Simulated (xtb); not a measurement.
C₂H₆Zn, charge -1, doublet, geometry from GFN2-xTB (such geometries of metal compounds can be far from the true shape) (a state made from the parent by changing its charge; the spin is typed, not shown lowest); GFN2-xTB (xtb 6.7.1).

xtb was given this input:
```
$ xtb mol.xyz --gfn 2 --chrg -1 --uhf 1 --opt --json

# file mol.xyz
9

Zn     0.17759845    -0.49094132     0.13229608
C      1.32147960     0.97021973    -1.47352980
H      2.31271718     0.65165162    -1.82828766
H      1.45764629     1.96698810    -1.03361241
H      0.70453769     1.11057171    -2.37174891
C     -1.85600265     0.51046515     1.07390291
H     -2.76985616    -0.08881283     0.94903778
H     -2.04018173     1.46487311     0.56600317
H     -1.78567864     0.73885854     2.14748685
```

The log (banner, timings and long lists left out):

```
   ID    Z sym.   atoms
    1   30 Zn     1
    2    6 C      2, 6
    3    1 H      3-5, 7-9

           -------------------------------------------------
          |                Calculation Setup                |
           -------------------------------------------------

molecular fragmentation (1/2 indicates fragments):
111122222
# atoms in fragment 1/2:     4     5
 fragment masses (1/2) :       79.40       16.04
CMA distance (Bohr)    :   4.768
constraining FC (au)   :  0.0500

           -------------------------------------------------
          |                 G F N 2 - x T B                 |
           -------------------------------------------------

          ...................................................
          :                      SETUP                      :
          :.................................................:
          :  # basis functions                  18          :
          :  # atomic orbitals                  18          :
          :  # shells                           12          :
          :  # electrons                        17          :
          :  max. iterations                   250          :
          :  Hamiltonian                  GFN2-xTB          :
          :  restarted?                      false          :
          :  GBSA solvation                  false          :
          :  PC potential                    false          :
          :  electronic temp.          300.0000000     K    :
          :  accuracy                    1.0000000          :
          :  -> integral cutoff          0.2500000E+02      :
          :  -> integral neglect         0.1000000E-07      :
          :  -> SCF convergence          0.1000000E-05 Eh   :
          :  -> wf. convergence          0.1000000E-03 e    :
          :  Broyden damping             0.4000000          :
          :  net charge                         -1          :
          :  unpaired electrons                  1          :
          ...................................................

 iter      E             dE          RMSdq      gap      omega  full diag
   1     -7.9141061 -0.791411E+01  0.871E+00    3.50       0.0  T
   2     -7.9673546 -0.532485E-01  0.286E+00    5.29       1.0  T
   3     -8.0204601 -0.531055E-01  0.309E+00    4.53       1.0  T
   4     -8.0456513 -0.251912E-01  0.463E-01    5.10       1.0  T
   5     -8.0458785 -0.227210E-03  0.982E-02    5.15       1.0  T
[...]
         :: total energy              -7.950676340380 Eh    ::
 * total energy  :    -7.9506763 Eh     change       -0.2674465E-09 Eh
   *** GEOMETRY OPTIMIZATION CONVERGED AFTER 1 ITERATIONS ***
         :: total energy              -7.950676340648 Eh    ::
[...]
     3   1 H        0.923    -0.099     5.527     3.677
     4   1 H        0.923    -0.091     5.258     3.586
     5   1 H        0.923    -0.093     5.326     3.609
     6   6 C        3.195    -0.234    33.639     9.456
     7   1 H        0.923    -0.098     5.495     3.666
     8   1 H        0.924    -0.087     5.130     3.542
     9   1 H        0.923    -0.097     5.474     3.659

 Mol. C6AA /au·bohr⁶  :       1664.076587
 Mol. C8AA /au·bohr⁸  :      61056.818902
 Mol. α(0) /au        :         77.015356

Wiberg/Mayer (AO) data.
largest (>0.10) Wiberg bond orders for each atom

 ---------------------------------------------------------------------------
     #   Z sym  total        # sym  WBO       # sym  WBO       # sym  WBO
 ---------------------------------------------------------------------------
     1  30 Zn   1.171 --     6 C    0.562     2 C    0.561
     2   6 C    3.615 --     3 H    0.983     4 H    0.980     5 H    0.980
                             1 Zn   0.561     6 C    0.106
     3   1 H    0.990 --     2 C    0.983
     4   1 H    0.992 --     2 C    0.980
     5   1 H    0.991 --     2 C    0.980
     6   6 C    3.616 --     7 H    0.981     8 H    0.981     9 H    0.981
                             1 Zn   0.562     2 C    0.106
     7   1 H    0.990 --     6 C    0.981
     8   1 H    0.992 --     6 C    0.981
     9   1 H    0.990 --     6 C    0.981
 ---------------------------------------------------------------------------

Topologies differ in total number of bonds
Writing topology from bond orders to xtbtopo.mol

molecular dipole:
                 x           y           z       tot (Debye)
 q only:        0.618      -1.700       0.456
   full:        0.349      -0.967       0.261       2.695
molecular quadrupole (traceless):
                xx          xy          yy          xz          yz          zz
 q only:       -6.244      -1.066       6.525      12.665       2.855      -0.281
  q+dip:       -4.707      -0.772       4.873       9.469       2.124      -0.167
   full:       -5.113      -0.465       4.920      10.871       2.803       0.193

optimized geometry written to: xtbopt.xyz

           -------------------------------------------------
          | TOTAL ENERGY               -7.950676340648 Eh   |
          | GRADIENT NORM               0.000064876211 Eh/α |
          | HOMO-LUMO GAP               5.142639172778 eV   |
           -------------------------------------------------

normal termination of xtb
```
